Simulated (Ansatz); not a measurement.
```yaml
crystal:
  periodic: [false, false, false]
  atoms:
    - {symbol: B, position_ang: [-0.873041, -1.109635, 0.208472]}
    - {symbol: B, position_ang: [-1.082526, 0.338797, 1.128480]}
    - {symbol: B, position_ang: [0.979512, 0.702669, -0.764597]}
    - {symbol: B, position_ang: [0.115625, 1.538684, 0.570428]}
    - {symbol: B, position_ang: [0.557323, -0.138367, 0.730056]}
    - {symbol: B, position_ang: [0.330258, -0.916078, -0.907589]}
    - {symbol: S, position_ang: [1.325178, -2.147545, -1.811890]}
    - {symbol: H, position_ang: [-1.345825, -2.106971, 0.681724]}
    - {symbol: H, position_ang: [-1.687629, 0.458293, 2.156176]}
    - {symbol: H, position_ang: [2.027686, 1.086711, -1.201961]}
    - {symbol: H, position_ang: [0.525220, 2.480752, 1.185322]}
    - {symbol: H, position_ang: [1.367649, -0.507833, 1.532503]}
    - {symbol: H, position_ang: [0.416517, -3.141712, -1.746553]}
    - {symbol: H, position_ang: [-1.810921, -0.162544, 0.100239]}
    - {symbol: H, position_ang: [-1.190871, 1.593798, 0.533788]}
    - {symbol: H, position_ang: [0.189835, 1.816731, -0.720146]}
    - {symbol: H, position_ang: [0.155999, 0.214242, -1.674451]}
basis:
  gaussian: {orbitals: def2-SVP, fitting: {mean_field: def2-universal-jkfit}, final_grid: {core_spheres: 5, valence_spheres: 4, degree: 11}}
hamiltonian: {xc: {name: CAM-B3LYP}}
scf: {omitted_lower_state_checks: [starts]}
```

```sh
$ ansatz run in.yaml --threads 4 --pin off --events-out ev --progress --plain --max-ram 4787MiB
```

Shortened log:

```
Functional definition: CAM-B3LYP
  name "CAM-B3LYP"
  cite "Yanai, Tew & Handy, Chem. Phys. Lett. 393, 51 (2004) doi:10.1016/j.cplett.2004.06.011"
  cite "Iikura, Tsuneda, Yanai & Hirao, J. Chem. Phys. 115, 3540 (2001) doi:10.1063/1.1383587"
  cite "Becke, Phys. Rev. A 38, 3098 (1988) doi:10.1103/PhysRevA.38.3098"
  cite "Lee, Yang & Parr, Phys. Rev. B 37, 785 (1988) doi:10.1103/PhysRevB.37.785"
  cite "Vosko, Wilk & Nusair, Can. J. Phys. 58, 1200 (1980) doi:10.1139/p80-159"
  parameter alpha = 0.19
  parameter beta = 0.46
  parameter omega = 0.33/bohr
  parameter ac = 0.81
  # Exact exchange under (alpha + beta erf(omega r))/r, Becke's under what is left of 1/r.
  exchange = (1 - alpha - beta)*b88_x + beta*b88_x_sr(omega) + alpha*exact_x + beta*exact_x_lr(omega)
  correlation = (1 - ac)*vwn5_c + ac*lyp_c
these checks for a lower state are left out or cut short: starts
758 factors; integrals over basis functions are off by at most 3.2e-1 eV
758 factors; integrals over basis functions are off by at most 4.3e-7 eV
mean field evaluation 1: about -15042.4505 eV, gradient 3.6e1 eV
mean field evaluation 2: about -15043.4279 eV, gradient 3.4e1 eV
mean field evaluation 4: about -15046.8149 eV, gradient 1.6e0 eV
mean field evaluation 8: about -15046.7764 eV, gradient 9.9e-2 eV
mean field evaluation 16: about -15046.7765 eV, gradient 3.5e-5 eV
mean field -15046.77648171 eV, -552.9588366313 hartree, gradient 3.9e-5 eV, S^2 0.000000; 0 other end points of the search recorded, 0 dependent functions left out
reference -15046.77658303 eV, -552.9588403547 hartree; 28, 28 occupied and 124, 124 virtual orbitals, 758 factors
Total energy: -15046.77658303 eV, -552.9588403547 hartree
Checks for a lower state left out: starts
```

It took 1.9 s on 4 threads of Arm Neoverse V1 on a shared host.
